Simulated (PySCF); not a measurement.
O⁺: ionisation energy

O⁺ [He] 2s2 2p3 (4S) → O²⁺ [He] 2s2 2p2 (3P), as a difference of total energies. All numbers are calculated (PySCF 2.14, no relativity, point nucleus, in aug-cc-pVQZ). Correlated levels: valence: 1s2 frozen. The calculations carry no spin-orbit coupling.

```tsv
method	ionisation energy (eV)	plus first-order spin-orbit estimate	error of that sum (eV)
UHF	34.574	34.547	-0.574
LDA	35.586	35.559	+0.438
PBE	35.275	35.248	+0.127
PBE0	35.309	35.282	+0.161
r2SCAN	35.479	35.452	+0.331
PBEsol	35.284	35.257	+0.136
HSE06	35.304	35.277	+0.156
wB97M-V	35.033	35.006	-0.115
BP86	35.284	35.257	+0.136
MP2 (valence)	35.250	35.223	+0.102
SCS-MP2 (valence)	34.982	34.956	-0.165
```

Reference: 35.121 eV (measured; NIST Atomic Spectra Database, ionization energies).

A first-order spin-orbit estimate (lowest level to lowest level, LS coupling) adds -0.027 eV.

Errors of the correlated levels include the incompleteness of this basis and the frozen core.
